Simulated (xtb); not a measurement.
H6AlO2Si2, doublet, geometry from GFN2-xTB (such geometries of metal compounds can be far from the true shape) (the spin is typed, not shown lowest); GFN2-xTB (xtb 6.7.1).

Input for xtb:
```
$ xtb mol.xyz --gfn 2 --uhf 1 --grad --json

# file mol.xyz
11

Al    -0.02698009    -0.40702412     0.04274690
O     -1.39877031     0.07977984     0.89955735
Si    -2.72988943     0.55834387     1.73074908
H     -2.74818189    -0.22675223     2.96476467
H     -3.87857814     0.26998013     0.87225771
H     -2.57225849     1.98996200     1.98552104
O      1.38427311    -0.29244768    -0.87818295
Si     2.75557733    -0.17311954    -1.77079069
H      2.54611838    -0.99960202    -2.95937437
H      3.84060494    -0.67649878    -0.92880390
H      2.91938344     1.24242671    -2.10048748
```

Q: What does xtb print? Leave out banner, timings and long lists.

A: 
```
   ID    Z sym.   atoms
    1   13 Al     1
    2    8 O      2, 7
    3   14 Si     3, 8
    4    1 H      4-6, 9-11

           -------------------------------------------------
          |                Calculation Setup                |
           -------------------------------------------------

           -------------------------------------------------
          |                 G F N 2 - x T B                 |
           -------------------------------------------------

          ...................................................
          :                      SETUP                      :
          :.................................................:
          :  # basis functions                  44          :
          :  # atomic orbitals                  41          :
          :  # shells                           19          :
          :  # electrons                        29          :
          :  max. iterations                   250          :
          :  Hamiltonian                  GFN2-xTB          :
          :  restarted?                      false          :
          :  GBSA solvation                  false          :
          :  PC potential                    false          :
          :  electronic temp.          300.0000000     K    :
          :  accuracy                    1.0000000          :
          :  -> integral cutoff          0.2500000E+02      :
          :  -> integral neglect         0.1000000E-07      :
          :  -> SCF convergence          0.1000000E-05 Eh   :
          :  -> wf. convergence          0.1000000E-03 e    :
          :  Broyden damping             0.4000000          :
          :  net charge                          0          :
          :  unpaired electrons                  1          :
          ...................................................

 iter      E             dE          RMSdq      gap      omega  full diag
   1    -15.8755810 -0.158756E+02  0.115E+01    2.88       0.0  T
   2    -16.0099580 -0.134377E+00  0.433E+00    2.75       1.0  T
   3    -16.0165084 -0.655037E-02  0.451E+00    3.93       1.0  T
   4    -16.0216165 -0.510811E-02  0.271E+00    4.11       1.0  T
   5    -16.0222995 -0.683036E-03  0.972E-01    3.95       1.0  T
   6    -16.0236845 -0.138498E-02  0.282E-01    3.94       1.0  T
   7    -16.0236835  0.966978E-06  0.171E-01    3.92       1.0  T
   8    -16.0236985 -0.150318E-04  0.476E-02    3.92       1.0  T
[...]
         :: total energy             -15.919225027113 Eh    ::
[...]
     8  14 Si       3.576     0.516    98.082    19.044
     9   1 H        0.918    -0.092     5.280     3.594
    10   1 H        0.918    -0.092     5.288     3.597
    11   1 H        0.919    -0.094     5.348     3.617

 Mol. C6AA /au·bohr⁶  :       3110.465426
 Mol. C8AA /au·bohr⁸  :     149592.618930
 Mol. α(0) /au        :        106.400588

Wiberg/Mayer (AO) data.
largest (>0.10) Wiberg bond orders for each atom

 ---------------------------------------------------------------------------
     #   Z sym  total        # sym  WBO       # sym  WBO       # sym  WBO
 ---------------------------------------------------------------------------
     1  13 Al   2.786 --     2 O    1.278     7 O    1.278     3 Si   0.105
                             8 Si   0.105
     2   8 O    2.388 --     1 Al   1.278     3 Si   1.007
     3  14 Si   3.796 --     2 O    1.007     4 H    0.892     5 H    0.892
                             6 H    0.891     1 Al   0.105
     4   1 H    0.991 --     3 Si   0.892
     5   1 H    0.991 --     3 Si   0.892
     6   1 H    0.991 --     3 Si   0.891
     7   8 O    2.388 --     1 Al   1.278     8 Si   1.008
     8  14 Si   3.796 --     7 O    1.008     9 H    0.892    10 H    0.892
                            11 H    0.891     1 Al   0.105
     9   1 H    0.991 --     8 Si   0.892
    10   1 H    0.991 --     8 Si   0.892
    11   1 H    0.991 --     8 Si   0.891
 ---------------------------------------------------------------------------

Topologies differ in total number of bonds
Writing topology from bond orders to xtbtopo.mol

molecular dipole:
                 x           y           z       tot (Debye)
 q only:       -0.004      -0.061       0.008
   full:       -0.007      -0.103       0.012       0.263
molecular quadrupole (traceless):
                xx          xy          yy          xz          yz          zz
 q only:        2.994      -0.767      -2.477      -3.798       0.461      -0.517
  q+dip:       -0.521       0.127       0.528       0.539      -0.100      -0.007
   full:       -0.312       0.079       0.328       0.316      -0.063      -0.016

           -------------------------------------------------
          | TOTAL ENERGY              -15.919225027113 Eh   |
          | GRADIENT NORM               0.000083002143 Eh/α |
          | HOMO-LUMO GAP               3.917285741167 eV   |
           -------------------------------------------------

normal termination of xtb
```
